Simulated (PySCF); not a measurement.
# V (vanadium, neutral): r2SCAN calculation

Configuration: [Ar] 3d3 4s2, high-spin 4F determinant. Calculation: PySCF 2.14, in aug-cc-pVDZ-DK (7s6p4d2f, 59 functions); the spin-free X2C one-electron Hamiltonian (Gaussian nucleus).

```json
{
  "Total energy": "-949.136 hartree",
  "One-electron energy": "-1300.997 hartree",
  "Hartree (Coulomb) energy": "397.413 hartree",
  "Exchange-correlation energy": "-45.552 hartree",
  "⟨S²⟩": "3.7682",
  "⟨L²⟩": "12.009",
  "Sum of ⟨r⟩": "21.44 bohr",
  "Sum of ⟨r²⟩": "45.16 bohr²",
  "Langevin diamagnetic susceptibility": "-35.8 ×10⁻⁶ cm³/mol",
  "Time after the integrals": "2.6 s of wall time on 1 thread of Neoverse-V1 (shared host)"
}
```

```json
{"shell": "1s α", "electrons": "1", "mean orbital energy (hartree)": "-197.78772", "rms radius, mean of both spins (bohr)": "0.0768"}
{"shell": "1s β", "electrons": "1", "mean orbital energy (hartree)": "-197.78729", "rms radius, mean of both spins (bohr)": "0.0768"}
{"shell": "2s α", "electrons": "1", "mean orbital energy (hartree)": "-22.44191", "rms radius, mean of both spins (bohr)": "0.334"}
{"shell": "2s β", "electrons": "1", "mean orbital energy (hartree)": "-22.39602", "rms radius, mean of both spins (bohr)": "0.334"}
{"shell": "2p α", "electrons": "3", "mean orbital energy (hartree)": "-18.68985", "rms radius, mean of both spins (bohr)": "0.304"}
{"shell": "2p β", "electrons": "3", "mean orbital energy (hartree)": "-18.65398", "rms radius, mean of both spins (bohr)": "0.304"}
{"shell": "3s α", "electrons": "1", "mean orbital energy (hartree)": "-2.70501", "rms radius, mean of both spins (bohr)": "1.02"}
{"shell": "3s β", "electrons": "1", "mean orbital energy (hartree)": "-2.58834", "rms radius, mean of both spins (bohr)": "1.02"}
{"shell": "3p α", "electrons": "3", "mean orbital energy (hartree)": "-1.70470", "rms radius, mean of both spins (bohr)": "1.11"}
{"shell": "3p β", "electrons": "3", "mean orbital energy (hartree)": "-1.58349", "rms radius, mean of both spins (bohr)": "1.11"}
{"shell": "3d α", "electrons": "3", "mean orbital energy (hartree)": "-0.25452", "rms radius, mean of both spins (bohr)": "1.59"}
{"shell": "4s α", "electrons": "1", "mean orbital energy (hartree)": "-0.18734", "rms radius, mean of both spins (bohr)": "3.69"}
{"shell": "4s β", "electrons": "1", "mean orbital energy (hartree)": "-0.15879", "rms radius, mean of both spins (bohr)": "3.69"}
```

Densities and radii are taken from the X2C orbitals without a picture-change correction, which distorts them close to the nucleus.
